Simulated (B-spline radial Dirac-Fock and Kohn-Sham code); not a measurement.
## Relativistic shifts of the levels of Pt⁶⁵⁺

System: Pt⁶⁵⁺, 1s2 2s2 2p6 3s2 3p1.

Both columns are ΔSCF binding energies of the configuration average from a radial finite-basis atomic code: non-relativistic Hartree-Fock with a point nucleus, and Dirac-Fock with a finite nucleus and the Coulomb interaction alone, averaged over the two j levels with weights 2j+1.

| shell | Hartree-Fock (eV) | Dirac-Fock (eV) | shift (eV) | shift (%) |
| --- | --- | --- | --- | --- |
| 1s | 77204.2 | 84535.7 | +7331.46 | +9.50 |
| 2s | 17260.3 | 19351.7 | +2091.42 | +12.12 |
| 2p | 16831.3 | 17613.7 | +782.36 | +4.65 |
| 3s | 7186.4 | 7843.3 | +656.94 | +9.14 |
| 3p | 7057.2 | 7359.4 | +302.29 | +4.28 |

Relativity binds 1s, 2s, 2p, 3s, 3p more strongly, among those listed most of all 2s in relative terms.

Values without a named source are computed, but for edge energies of neutral atoms, which are taken from tables.
